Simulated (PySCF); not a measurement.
Species: C5H6F3 (doublet state).
SMILES with atom numbers: `[CH3:1][C@@H:2]1[CH:3][C@H:4]1[C:5]([F:6])([F:7])[F:8]` (hydrogens: H9, H10, H11 on C1; H12 on C2; H13 on C3; H14 on C4)

Structure used (GFN2-xTB), in Å, numbered top down from 1:
```xyz
14
C5H6F3 angstrom
C     -2.027   -0.090    0.020
C     -0.620    0.269    0.438
C      0.120    1.363   -0.178
C      0.520   -0.001   -0.541
C      1.824   -0.568   -0.048
F      1.805   -1.914   -0.005
F      2.862   -0.237   -0.836
F      2.136   -0.155    1.189
H     -2.178    0.130   -1.033
H     -2.742    0.486    0.602
H     -2.214   -1.148    0.191
H     -0.432    0.072    1.493
H      0.679    2.188    0.204
H      0.265   -0.394   -1.519
```

The hyperfine couplings belong to this conformer and change with its torsions.

Level of theory: UKS B3LYP, pcH-1 on C F H, non-relativistic, mean-field spin-orbit, GIAO in PySCF. Isolated species at its GFN2-xTB geometry, gas phase. A GFN2-xTB geometry isn't a minimum of the functional, and hyperfine couplings can be far from their values at a DFT geometry. The SCF solution wasn't tested for stability.

Principal values of hyperfine tensors in MHz (contact and dipolar terms together), for some of the nuclei:

```json
{"atom": "C3", "isotope": "13C", "A1": "193.79", "A2": "198.11", "A3": "420.83"}
{"atom": "H14", "isotope": "1H", "A1": "72.22", "A2": "74.80", "A3": "88.43"}
{"atom": "C1", "isotope": "13C", "A1": "39.03", "A2": "39.55", "A3": "50.53"}
{"atom": "C5", "isotope": "13C", "A1": "28.76", "A2": "29.20", "A3": "36.84"}
{"atom": "C2", "isotope": "13C", "A1": "-23.54", "A2": "-19.08", "A3": "-13.50"}
{"atom": "C4", "isotope": "13C", "A1": "-22.28", "A2": "-18.13", "A3": "-15.32"}
{"atom": "H13", "isotope": "1H", "A1": "-52.54", "A2": "-22.07", "A3": "20.08"}
{"atom": "F6", "isotope": "19F", "A1": "3.12", "A2": "3.22", "A3": "42.93"}
```

Q: Give the isotropic coupling of each nucleus in MHz and in mT (g = 2.0027), and the anisotropic part.

A: a_iso = (A1 + A2 + A3)/3, Ti = Ai − a_iso; 1 mT corresponds to 28.030 MHz.

```json
{"atom": "C3", "a_iso (MHz)": "270.91", "a_iso (mT)": "9.665", "T1": "-77.12", "T2": "-72.80", "T3": "149.92"}
{"atom": "H14", "a_iso (MHz)": "78.48", "a_iso (mT)": "2.800", "T1": "-6.27", "T2": "-3.68", "T3": "9.95"}
{"atom": "C1", "a_iso (MHz)": "43.04", "a_iso (mT)": "1.535", "T1": "-4.00", "T2": "-3.49", "T3": "7.49"}
{"atom": "C5", "a_iso (MHz)": "31.60", "a_iso (mT)": "1.127", "T1": "-2.84", "T2": "-2.40", "T3": "5.24"}
{"atom": "C2", "a_iso (MHz)": "-18.71", "a_iso (mT)": "-0.667", "T1": "-4.83", "T2": "-0.37", "T3": "5.20"}
{"atom": "C4", "a_iso (MHz)": "-18.58", "a_iso (mT)": "-0.663", "T1": "-3.70", "T2": "0.45", "T3": "3.25"}
{"atom": "H13", "a_iso (MHz)": "-18.17", "a_iso (mT)": "-0.648", "T1": "-34.36", "T2": "-3.89", "T3": "38.26"}
{"atom": "F6", "a_iso (MHz)": "16.42", "a_iso (mT)": "0.586", "T1": "-13.30", "T2": "-13.20", "T3": "26.51"}
```

Q: What spin density at the nucleus of C1 lies behind its contact coupling (g_N = 1.40482)?

A: a_FC = (2μ0/3) gₑ μB g_N μN ρ(0)/(2S·h) = 800.24 MHz × g_N × ρ(0)/(2S), with ρ in bohr⁻³. With a_FC = 43.04 MHz and 2S = 1, ρ(0) = 0.03828 bohr⁻³.

Q: H12 (1H, g_N = 5.58569) isn't in the table. Its spin density at the nucleus is 0.01444 bohr⁻³. What is its contact coupling?

A: By the same relation, a_FC = 64.6 MHz. Its full tensor has the principal values 59.01, 62.70, 71.94 MHz.

Q: Which nucleus of the table has the largest anisotropic coupling, and what is its form?

A: C3: -77.1, -72.8, 149.9 MHz, nearly axial, close to the ratio −1:−1:+2, the form that spin in one p orbital centred on that nucleus gives.

Q: In a single crystal, with the field along each principal axis of the tensor of C3 in turn, what first-order splitting does this nucleus give (isotropic g, quadrupole terms neglected)?

A: 2 lines (I = 1/2), spaced by |A_i|/(g × 13.996): 6.91, 7.07, 15.01 mT along the axes of A1, A2 and A3.
